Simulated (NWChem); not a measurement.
# C2H6BNO; SMILES C=CB(N)O

```xyz
11

B     -0.0009    -0.4881     0.0013
C     -0.6581     0.9328     0.0050
C      0.0466     2.0718    -0.0037
H     -1.7485     1.0142     0.0144
H     -0.4209     3.0555    -0.0017
H      1.1344     2.0574    -0.0131
O      1.3793    -0.5605     0.0014
H      1.7113    -1.4686    -0.0018
N     -0.8200    -1.6464    -0.0023
H     -0.4787    -2.5978    -0.0057
H     -1.8278    -1.5878    -0.0033
```
Atoms are numbered in this order, from 1.

Program: NWChem. Pople sets run with spherical d functions. Coordinates come from a B3LYP/6-31G* (spherical d) optimisation. Absolute isotropic GIAO shieldings of the H sites, static isolated molecule.

| row | σ, Hartree-Fock/6-31G* (ppm) | σ, PBE/pcSseg-1 (ppm) |
|---|---|---|
| H6 | 25.98 | 24.86 |
| H5 | 26.45 | 25.20 |
| H4 | 26.87 | 25.39 |
| H8 | 29.88 | 28.55 |
| H11 | 30.64 | 28.81 |
| H10 | 31.19 | withheld |

**Question.** Fit a straight line of the last column on the one before it, predict the withheld value, and compare with the run.

**Answer.** 
1. Means of the 5 shown rows: x = 27.964, y = 26.562. Slope Σ(x − x̄)(y − ȳ)/Σ(x − x̄)² = 16.55/18.26 = 0.9062; intercept 1.221.
2. The shown rows scatter about the line by 0.165 (root mean square); the largest residual is +0.25, at H8.
3. At x = 31.19 (H10; beyond the shown range) the line gives 29.49.
4. The run gives 29.30, -0.19 from the line, 1.1 times the scatter.
